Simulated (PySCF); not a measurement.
Calculated NMR data

Theoretical values (PySCF 2.14.0 with density-fitted response routines): J: B3LYP/pcJ-1 (spin–dipole term left out of most H,H and C,H couplings), PBE0/pcSseg-1 with gauge-including orbitals, coordinates at the PBE0-D3(BJ)/def2-SVP level. Single conformer, isolated molecule, non-relativistic, averaged over atoms made equivalent by symmetry, fast rotation or ring inversion.

Scale: TMS for ¹H (σref 31.27), ¹³C (σref 184.41) (reference shieldings calculated alike). Multiplet labels drop J under 1 Hz and among equivalent protons, and merge close values. Unscaled 3J(H,H) run several per cent high. Carbons bonded to boron are broad in practice. Shifts are as computed. Against solution values, carbons near 30 ppm lie about +2 ppm off and those near 130 ppm about +5 ppm. Of 1211 compounds with measured shifts, 218 miss one by over three times the rms of a fit or turn the order of signals round; such compounds aren't used in these exercises. OH and NH positions are gas-phase values without hydrogen bonding to other molecules.

Compound 1 (C$_{4}$H$_{11}$BO$_{2}$). ¹H NMR (600 MHz, computed): δ 4.43 (sept, J = 6.9 Hz, 1H), 3.44 (br s, 1H), 1.19 (d, J = 6.9 Hz, 6H), 0.15 (s, 3H). ¹³C{¹H} NMR (computed): δ 65.3 (CH), 25.4 (CH3), -1.1 (CH3). Structure: `CB(O)OC(C)C`.

Compound 2 (C$_{7}$H$_{12}$). ¹H NMR (600 MHz, computed): δ 2.51 (m, 2H), 2.10 (m, 2H), 1.75 (m, 1H), 1.65 (m, 1H), 1.36 (m, 2H), 1.34 (m, 2H), 1.26 (m, 2H). ¹³C{¹H} NMR (computed): δ 38.6, 35.7, 26.2, 25.2. Structure: SMILES C1C[C@@H]2CC[C@@H]2C1.
